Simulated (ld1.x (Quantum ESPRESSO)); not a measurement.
Tl (Z = 81): one change to a TM potential, before and after

```json
{
 "Element": "thallium",
 "Generator": "ld1.x (Quantum ESPRESSO) 7.5",
 "Type": "norm-conserving Troullier–Martins (Kleinman–Bylander form)",
 "Functional": "PBE",
 "Relativity": "scalar-relativistic",
 "Frozen core": "[Xe] 4f14 5d10",
 "Valence charge": "3",
 "Reference configuration": "6s2 6p0.75 (charge +0.25)",
 "Partial waves": "6s (bound): rc 1.85 bohr; 6p (bound): rc 2.90 bohr",
 "Local potential": "the p channel",
 "Core correction": "none"
}
```

All-electron outer shells of the reference configuration (PBE, scalar-relativistic, ld1.x):

```
shell  level (eV)  outermost node (bohr)  outermost maximum (bohr)
   5d      -17.12                   0.53                      1.11
   6s      -11.09                   1.04                      2.08
   6p       -3.69                   1.23                      2.87
```

Change: all radii scaled by about 0.82 (s 1.52, p 2.38 bohr).

Cutoffs: the cutoffs (Ry, on a coarse ladder) from which the occupation-weighted sum of valence levels, in a spherical-Bessel basis at the reference potential, stays within 10 and 1 mRy of its value at 400 Ry; they do not see the model core or the augmentation charge, which bear on the density cutoff. Errors are all-electron minus pseudo energies relative to the spin-unpolarised reference configuration.

Question: How do hardness, ghosts and transferability respond?

Answer: The potential gets harder (21 Ry and 45 Ry → 35 Ry and 140 Ry); of the 7 tests that both files solve, the error grows in 1 and shrinks in 0 by more than 15 % and 0.3 meV (median size 9.5 → 9.5 meV); neither file shows a bound ghost. A smaller radius makes the pseudo-wave follow the all-electron one further in, where it bends more sharply, so more plane waves are needed.

```tsv
quantity	base	changed
cutoff, loose	21 Ry	35 Ry
cutoff, tight	45 Ry	140 Ry
loose cutoff by channel (10 mRy a level)	s 18 Ry, p 6 Ry	s 35 Ry, p 6 Ry
bound ghosts	none	none
error for 6s2 6p1, meV [ΔE -0.76 eV]	+2.7	+2.7
error for 6s2 6p0, meV [ΔE 4.41 eV]	+34	+34
error for 6s1 6p0, meV [ΔE 25.19 eV]	+106	+101
error for 6s2 6p0.5, meV [ΔE 1.10 eV]	+2.6	+2.6
error for 6s2 6p1.3, meV [ΔE -1.25 eV]	+9.5	+9.5
error for 6s1 6p1, meV [ΔE 12.69 eV]	-0.2	-4.1
error for 6s1 6p2, meV [ΔE 6.65 eV]	+58	+56
```
